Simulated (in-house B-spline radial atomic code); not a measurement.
Radial electron density of the barium ion Ba⁵⁺, [Kr] 4d10 5s2 5p3. Method: scalar-relativistic (X2C) PW91, spin-polarised, spherical fractional occupations, Fermi nucleus of rms radius 4.8378 fm. Calculated with a B-spline radial code for spherical atoms.

One-electron X2C: radii and densities carry no picture-change correction, so inner-shell <1/r> comes out high (for 1s by about 2 % at Z = 33, 5 % at 54, 10 % at 75, 30 % at 118) and <r> low.

Columns: r (bohr), 4πr²n(r) (electrons per bohr), bar.

```
0.000665    1.919 #
0.000818    2.651 #
 0.00101    3.671 ##
 0.00124    5.018 ##
 0.00152    6.809 ###
 0.00187    9.229 ####
  0.0023     12.4 ######
 0.00283    16.52 ########
 0.00349    21.78 ##########
 0.00429    28.16 #############
 0.00527    35.69 ################
 0.00649    44.32 ####################
 0.00798    53.36 #########################
 0.00982    62.08 #############################
  0.0121    69.27 ################################
  0.0149    73.52 ##################################
  0.0183    73.97 ##################################
  0.0225    70.87 #################################
  0.0277    66.18 ##############################
   0.034     63.6 #############################
  0.0419    66.89 ###############################
  0.0515    76.92 ###################################
  0.0633    89.32 #########################################
  0.0779    95.72 ############################################
  0.0958    90.17 #########################################
   0.118    76.88 ###################################
   0.145    69.12 ################################
   0.178    74.07 ##################################
   0.219     81.6 ######################################
    0.27    73.58 ##################################
   0.332       50 #######################
   0.409    30.88 ##############
   0.503    28.96 #############
   0.618    32.89 ###############
    0.76    28.55 #############
   0.935     17.9 ########
    1.15    9.849 #####
    1.42    6.286 ###
    1.74    4.243 ##
    2.14     2.13 #
    2.63   0.6776 
    3.24   0.1239 
    3.99   0.0119 
     4.9 0.0004867 
    6.03 9.521e-06
```

On this grid the curve has 4 maxima, near 0.0183, 0.0779, 0.219, 0.618 bohr.

The 5p up radial function P(r) = rR(r), positive near the nucleus:

| r (bohr) | P |
| --- | --- |
| 0.00124 | 0.001179 |
| 0.00187 | 0.002305 |
| 0.00283 | 0.004586 |
| 0.00429 | 0.009175 |
| 0.00649 | 0.01817 |
| 0.00982 | 0.03526 |
| 0.0149 | 0.066 |
| 0.0225 | 0.1144 |
| 0.034 | 0.1764 |
| 0.0515 | 0.2201 |
| 0.0779 | 0.1711 |
| 0.118 | -0.03662 |
| 0.178 | -0.2866 |
| 0.27 | -0.2214 |
| 0.409 | 0.2652 |
| 0.618 | 0.4541 |
| 0.935 | -0.1952 |
| 1.42 | -0.8703 |
| 2.14 | -0.6885 |
| 3.24 | -0.1831 |
| 4.9 | -0.01219 |
